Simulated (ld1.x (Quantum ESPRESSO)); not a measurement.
**What one change does to a pseudopotential (Te, TM)**

- Element: Te (Z = 52)
- Generator: ld1.x (Quantum ESPRESSO) 7.5
- Type: norm-conserving Troullier–Martins (Kleinman–Bylander form)
- Functional: BLYP
- Relativity: scalar-relativistic
- Frozen core: [Kr]
- Valence charge: 16
- Reference configuration: 4d10 5s1 5p5
- Partial waves: 5s (bound): rc 1.80 bohr; 4d (bound): rc 0.90 bohr; 5p (bound): rc 1.75 bohr
- Local potential: the p channel
- Core correction: a·sin(br)/r model core inside 0.70 bohr

All-electron outer shells of the reference configuration (BLYP, scalar-relativistic, ld1.x):

| shell | level (eV) | outermost node (bohr) | outermost maximum (bohr) |
| --- | --- | --- | --- |
| 4s | -165.48 | 0.38 | 0.70 |
| 4p | -115.50 | 0.38 | 0.74 |
| 4d | -42.75 | 0.36 | 0.81 |
| 5s | -15.75 | 0.91 | 1.77 |
| 5p | -6.33 | 1.00 | 2.14 |

Change: wave 5s (bound): rc 1.80 bohr becomes 5s (bound): rc 1.36 bohr.

Cutoffs: the cutoffs (Ry, on a coarse ladder) from which the occupation-weighted sum of valence levels, in a spherical-Bessel basis at the reference potential, stays within 10 and 1 mRy of its value at 400 Ry; they do not see the model core or the augmentation charge, which bear on the density cutoff. Errors are all-electron minus pseudo energies relative to the spin-unpolarised reference configuration.

Question: What does the change do?

Answer: The potential gets harder (140 Ry and 160 Ry → 140 Ry and 200 Ry); both files keep a bound ghost (s); of the 7 tests that both files solve, the error grows in 5 and shrinks in 2 by more than 15 % and 0.3 meV (median size 3.9 → 21.5 meV). A smaller radius makes the pseudo-wave follow the all-electron one further in, where it bends more sharply, so more plane waves are needed.

```tsv
quantity	base	changed
cutoff, loose	140 Ry	140 Ry
cutoff, tight	160 Ry	200 Ry
loose cutoff by channel (10 mRy a level)	s 18 Ry, d 100 Ry, p 25 Ry	s 45 Ry, d 100 Ry, p 25 Ry
bound ghosts	s	s
error for 4d10 5s2 5p4, meV [ΔE -9.31 eV]	-0.2	-8.8
error for 4d10 5s2 5p3, meV [ΔE 0.27 eV]	-2.8	-15
error for 4d10 5s2 5p2, meV [ΔE 18.08 eV]	-3.9	-22
error for 4d10 5s0 5p6, meV [ΔE 9.52 eV]	-0.6	-9.2
error for 4d9 5s2 5p5, meV [ΔE 28.90 eV]	-519	-327
error for 4d9 5s2 5p4, meV [ΔE 39.71 eV]	-481	-278
error for 4d10 5s2 5p0, meV [ΔE 81.50 eV]	-52	-95
```

 A true bound ghost makes a file unfit for plane-wave use even where its test errors are small: the radial tests pick states by their node count and pass the ghost by.
